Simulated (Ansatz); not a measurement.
`[OH][SnH2][Br]` and `[OH][SnH2][F]` differ in one element.

Ansatz, PBE0-D4/def2-TZVP geometries, multiplicity 1. Each molecule was computed in one conformer, which needn't be the lowest.

Elements past krypton have def2 core potentials. Scalar relativity is left out up to krypton.

| property | `[OH][SnH2][Br]` |
| --- | --- |
| HOMO–LUMO gap (ωB97M-V/def2-TZVPP) / eV | 11.29 |
| size of the dipole moment (ωB97M-V/def2-TZVPP) / D | 1.77 |
| LUMO energy (PBE/def2-TZVPP) / eV | -1.99 |
| HOMO–LUMO gap (PBE/def2-TZVPP) / eV | 5.05 |
| HOMO energy (ωB97M-V/def2-TZVPP) / eV | -10.54 |
| LUMO energy (PBE0/def2-TZVPP) / eV | -1.09 |

Question: What does the change do to each property? (Estimate.)

Answer: The calculation gave: 
```json
{"property": "HOMO–LUMO gap (ωB97M-V/def2-TZVPP) / eV", "`[OH][SnH2][F]`": "12.36", "shift": "1.07"}
{"property": "size of the dipole moment (ωB97M-V/def2-TZVPP) / D", "`[OH][SnH2][F]`": "2.40", "shift": "0.63"}
{"property": "LUMO energy (PBE/def2-TZVPP) / eV", "`[OH][SnH2][F]`": "-1.61", "shift": "0.38"}
{"property": "HOMO–LUMO gap (PBE/def2-TZVPP) / eV", "`[OH][SnH2][F]`": "5.69", "shift": "0.64"}
{"property": "HOMO energy (ωB97M-V/def2-TZVPP) / eV", "`[OH][SnH2][F]`": "-11.37", "shift": "-0.83"}
{"property": "LUMO energy (PBE0/def2-TZVPP) / eV", "`[OH][SnH2][F]`": "-0.65", "shift": "0.44"}
```

With PBE0 the HOMO falls by 0.63 eV and the LUMO rises by 0.44 eV, so the gap widens by about 1.07 eV. PBE moves the HOMO by -0.27 eV and ωB97M-V by -0.83 eV. Dipoles are sizes alone; their direction can turn.

Spin–orbit coupling is left out; it splits and shifts lone-pair levels of the heavy atoms by tenths of an eV.
